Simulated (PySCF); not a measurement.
C2H5NOSi, SMILES O[SiH2]CC#N.

Geometry: B3LYP-D3(BJ)/def2-SVP. This is a generated structure with no PubChem entry under its InChIKey; it may be hypothetical. Other conformers were not sampled.

Calculation: TDA-PBE/def2-SVPD (PySCF).

Vertical excitations. Gas-phase values at a fixed geometry. State labels are in the subgroup Cs.

Computed UV-visible absorptions:
| state | symmetry | energy (eV) | λ (nm) | f | main pairs |
|---|---|---|---|---|---|
| S1 | A' | 6.47 | 192 | 0.001 | HOMO→LUMO 96 % |
| S2 | A" | 6.58 | 189 | 0.003 | HOMO−1→LUMO 99 % |
| S3 | A" | 6.84 | 181 | 0.000 | HOMO−2→LUMO 99 % |
| S4 | A' | 7.19 | 172 | 0.000 | HOMO−3→LUMO 98 % |
| S5 | A' | 7.27 | 171 | 0.005 | HOMO→LUMO+1 88 % |
| S6 | A" | 7.31 | 170 | 0.005 | HOMO−1→LUMO+1 96 % |
| S7 | A" | 7.36 | 169 | 0.002 | HOMO→LUMO+2 93 % |
| S8 | A' | 7.37 | 168 | 0.006 | HOMO−1→LUMO+2 92 % |
| S9 | A" | 7.38 | 168 | 0.000 | HOMO−1→LUMO+3 96 % |
| S10 | A" | 7.65 | 162 | 0.001 | HOMO−2→LUMO+1 99 % |
| T1 | A' | 6.09 | 204 | 0 | HOMO→LUMO 62 %, HOMO→LUMO+3 22 %, HOMO−2→LUMO+2 10 % |
| T2 | A" | 6.25 | 198 | 0 | HOMO−1→LUMO 99 % |
| T3 | A' | 6.49 | 191 | 0 | HOMO−2→LUMO+2 40 %, HOMO→LUMO 34 %, HOMO→LUMO+3 19 % |
| T4 | A" | 6.62 | 187 | 0 | HOMO−2→LUMO 45 %, HOMO→LUMO+2 38 %, HOMO−2→LUMO+3 13 % |
Triplets are in the Tamm–Dancoff approximation.
